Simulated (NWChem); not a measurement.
Species: CH6OSi; SMILES [SiH3]CO

```xyz
9

O      0.3630     1.6549    -0.0717
C     -0.6432     0.6483     0.0155
Si     0.1150    -1.1088    -0.0176
H      0.9257     1.5685     0.7199
H     -1.3027     0.7754    -0.8696
H     -1.3083     0.7715     0.9070
H      1.0990    -1.2074     1.1212
H      0.8625    -1.3312    -1.3023
H     -0.9302    -2.1820     0.1514
```
Atoms are numbered in this order, from 1.

All runs: NWChem. Structure relaxed at the PBE-D3(BJ)/def2-SVP level. Vertical excitations in the gas phase.

### Question
What does the run give for PBE/def2-SVP, TDA? Quantities: lowest excitation, singlet (eV); oscillator strength of that lowest state; lowest state with f > 0.02, singlet (eV); oscillator strength of that bright state; orbital gap (eV).

### Answer
The lowest excitation, singlet (eV) comes out as 5.97 and the oscillator strength of that lowest state comes out as 0.016. The lowest state with f > 0.02, singlet (eV) comes out as 6.55 and the oscillator strength of that bright state comes out as 0.037. The orbital gap (eV) comes out as 5.81.
